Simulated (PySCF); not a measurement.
Fill in the blanks.

Species: (NaSH)2 ring, H2Na2S2.
Cartesian coordinates in Å at the PBE0-D3(BJ)/def2-SVP level; atoms count from 1:
```xyz
6
H2Na2S2 angstrom
Na     1.095    1.118    0.265
S      1.042   -0.685   -1.668
Na    -1.201   -1.083   -0.328
S     -1.144    0.717    1.607
H      0.557    0.090   -2.663
H     -0.656   -0.063    2.598
```

```csv
property,level,value
point group,PBE0-D3(BJ)/def2-SVP,C2h
"rotational constants A, B, C",PBE0-D3(BJ)/def2-SVP,?
dipole moment,B3LYP/def2-SVPD,?
HOMO energy,B3LYP/def2-SVPD,-5.74 eV
LUMO energy,B3LYP/def2-SVPD,-1.23 eV
lowest singlet excitation,TDDFT B3LYP/def2-SVPD,"3.82 eV (325 nm, f = 0.086)"
strongest line among the 10 lowest singlet transitions,TDDFT B3LYP/def2-SVPD,?
lowest triplet excitation (Tamm–Dancoff),TDA B3LYP/def2-SVPD,?
static isotropic polarisability,B3LYP/def2-SVPD,82.7 au
electronic spatial extent ⟨r²⟩ about the centre of nuclear charge,B3LYP/def2-SVPD,?
1H chemical shifts (computed TMS as zero) by class,GIAO B3LYP/pcSseg-1,-2.30 (H5/H6) ppm
"isotropic shieldings of nuclei other than C and H, by class",GIAO B3LYP/pcSseg-1,"527 (Na1/Na3), 850 (S2/S4) ppm"
```

Gas-phase values; electronic properties from PySCF, density fitting. Geometry: PBE0-D3(BJ)/def2-SVP, one conformer, isolated molecule.

Problem. What is the dipole moment?

Solution. 0.00 D by symmetry (numerical residue 0.02 D).

Problem. The rotational constants A, B, C?

Solution. 4.085, 1.719, 1.230 GHz.

Problem. What is the electronic spatial extent ⟨r²⟩ about the centre of nuclear charge?

Solution. 853 bohr².

Problem. Give the strongest line among the 10 lowest singlet transitions.

Solution. S4 at 4.34 eV (286 nm, f = 0.209).

Problem. What is the lowest triplet excitation (Tamm–Dancoff)?

Solution. 3.62 eV.

No computed singlet falls in the visible range (750 to 380 nm, 1.65 to 3.26 eV); S1 lies 0.56 eV above its blue end. The largest Löwdin shares of the LUMO are 0.41 on Na3, 0.41 on Na1, 0.08 on S4 and 0.08 on S2. The rotational constants make it an asymmetric top with κ = (2B − A − C)/(A − C) = -0.66, nearer the prolate limit (−1). The largest Löwdin shares of the HOMO are 0.43 on S2, 0.42 on S4, 0.04 on H5 and 0.04 on H6. The vertical singlet–triplet gap S1 − T1 is 0.20 eV (TDDFT singlet less Tamm–Dancoff triplet; S1: HOMO→LUMO, weight 0.98; T1: HOMO→LUMO, weight 0.98). With B = h/(8π²I), that is 505.379 GHz u Å² over I, the principal moments of inertia are 123.7, 294.0 and 410.9 u Å² (most abundant isotopes).
